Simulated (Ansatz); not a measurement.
Si(OH)2Me2 (C2H8O2Si), relaxed as a singlet with RKS PBE-D4/def2-SVP in Ansatz, starting from the GFN2-xTB geometry. Force threshold 0.02 eV/Å.

Start:

```xyz
13

Si    0.172    0.120    0.289
O     0.692    1.663    0.477
H     1.622    1.863    0.548
O     0.545   -0.791    1.599
H     0.187   -0.575    2.456
C     1.046   -0.784   -1.128
H     2.100   -0.928   -0.911
H     0.971   -0.226   -2.056
H     0.614   -1.764   -1.297
C    -1.696    0.322    0.044
H    -1.920    0.807   -0.900
H    -2.131    0.931    0.831
H    -2.199   -0.639    0.049
```

| step | energy (eV) | largest force component (eV/Å) | SCF passes |
| --- | --- | --- | --- |
| 1 | -14160.5468 | 1.360 | 17 |
| 2 | -14160.6655 | 0.807 | 20 |
| 3 | -14160.6991 | 0.238 | 20 |
| 4 | -14160.7126 | 0.091 | 19 |
| 5 | -14160.7134 | 0.048 | 20 |
| 6 | -14160.7140 | 0.012 | 20 |

Force components are those of the run's own axes.

End:

```xyz
13

Si    0.1704    0.1216    0.2838
O     0.7219    1.7080    0.4605
H     1.6881    1.7813    0.5517
O     0.5431   -0.8052    1.6456
H     0.1245   -0.4876    2.4648
C     1.0260   -0.7666   -1.1285
H     2.1118   -0.8809   -0.9314
H     0.9044   -0.2101   -2.0796
H     0.6055   -1.7836   -1.2670
C    -1.6800    0.2998    0.0399
H    -1.9029    0.8541   -0.8946
H    -2.1426    0.8619    0.8770
H    -2.1701   -0.6927   -0.0222
```

By distances, no bond broke or formed. The bond that changes most is Si1–O2, from 1.64 to 1.69 Å (atoms count from 1).

No frequencies were taken in this run, so the end may be a saddle point.

Hardware: 2 threads of AMD EPYC 7R13 on a shared host. Wall time 10 s.
